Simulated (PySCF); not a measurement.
Excitations are Tamm–Dancoff values on a coarser integration grid. The basis has no diffuse functions, so Rydberg states are missing or too high.

Cartesian coordinates (Å):
SMILES: C=CCCO
```xyz
13

C      1.8044    -0.5456     0.4590
C      0.9829     0.4230     0.0725
C     -0.4189     0.5923     0.5533
C     -1.4158     0.1642    -0.5205
O     -1.3008    -1.2010    -0.8379
H      1.5106    -1.2643     1.2181
H      2.8023    -0.6429     0.0472
H      1.3186     1.1243    -0.6904
H     -0.6089     1.6405     0.8094
H     -0.5861    -0.0097     1.4511
H     -1.2857     0.7911    -1.4155
H     -2.4363     0.3134    -0.1608
H     -0.3663    -1.3853    -0.9855
```
Charge 0, multiplicity 1.

Question: Predict the HOMO–LUMO gap, S1 oscillator strength, T1 excitation (TDA), HOMO and LUMO from PySCF with PBE0-D4/def2-TZVP.

Answer: 
```yaml
HOMO–LUMO gap: 7.55 eV
S1 oscillator strength: 0.039
T1 excitation (TDA): 4.44 eV
HOMO: -7.58 eV
LUMO: -0.03 eV
```
